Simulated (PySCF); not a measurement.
# Energy of Zn²⁺ (zinc, charge +2) between two integer charges

The 3d beta orbital of [Ar] 3d10 is emptied in steps (occupation f), with all orbitals relaxed, ending at [Ar] 3d9. All numbers are calculated (PySCF 2.14, no relativity, point nucleus, in aug-pcseg-2). The exact energy is a straight line in f; departures are measured from the line between the end points of the same method.

```
   f  PBE0 (eV)  r2SCAN (eV)  LC-wPBE (eV)
   1      0.000        0.000         0.000
0.75     -1.133       -1.632        -0.736
 0.5     -1.525       -2.185        -1.000
0.25     -1.155       -1.643        -0.763
   0      0.000        0.000         0.000
```

| method | E(f=0) − E(f=1) (eV) | −ε at f=1 (eV) | −ε at f=0.5 (eV) |
| --- | --- | --- | --- |
| PBE0 | 39.912 | 33.940 | 39.853 |
| r2SCAN | 39.920 | 31.265 | 39.894 |
| LC-wPBE | 40.272 | 36.429 | 40.199 |

Orbital energy along the path (eV):

| f | PBE0 | r2SCAN | LC-wPBE |
| --- | --- | --- | --- |
| 1 | -33.940 | -31.265 | -36.429 |
| 0.75 | -36.844 | -35.536 | -38.252 |
| 0.5 | -39.853 | -39.894 | -40.199 |
| 0.25 | -42.951 | -44.288 | -42.255 |
| 0 | -46.122 | -48.694 | -44.403 |

Reference removal energy between the ground levels: 39.723 eV (measured; NIST Atomic Spectra Database, ionization energies). The calculation has no spin-orbit coupling.
